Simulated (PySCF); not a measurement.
r2SCAN on In⁻ (indium, charge -1), [Kr] 4d10 5s2 5p2, high-spin 3P determinant. All numbers are calculated (PySCF 2.14, scalar relativity through the core potential, in def2-QZVPPD with the def2 core potential (28 electrons)).

```
cycle= 1 E= -190.200887155712  delta_E= -0.011  |g|= 0.0296  |ddm|= 0.278
cycle= 2 E= -190.201264340023  delta_E= -0.000377  |g|= 0.0175  |ddm|= 0.116
cycle= 3 E= -190.201362648467  delta_E= -9.83e-05  |g|= 0.0022  |ddm|= 0.0231
cycle= 4 E= -190.201364921406  delta_E= -2.27e-06  |g|= 0.00149  |ddm|= 0.0065
cycle= 5 E= -190.201366544699  delta_E= -1.62e-06  |g|= 0.0001  |ddm|= 0.00489
cycle= 6 E= -190.20136657466  delta_E= -3e-08  |g|= 3.61e-05  |ddm|= 0.000858
cycle= 7 E= -190.201366579587  delta_E= -4.93e-09  |g|= 8.45e-06  |ddm|= 0.000516
cycle= 8 E= -190.201366579872  delta_E= -2.85e-10  |g|= 1.24e-06  |ddm|= 0.000173
converged SCF energy = -190.201366579872  <S^2> = 2.0056223  2S+1 = 3.0037459
```

Highest occupied orbital energy: 1.427 eV; ⟨L²⟩ = 2.01; populations by l: s 4.00, p 8.00, d 10.00, f 0.00.

Problem. Can this result be used?

Solution. With care. The calculation finished and met its thresholds. Energies and moments cover only the electrons outside the core potential. At r2SCAN the highest occupied level has a positive energy, so only the finite basis holds that electron; in a semilocal or global hybrid functional this comes from self-interaction and does not mean that the real anion is unbound.
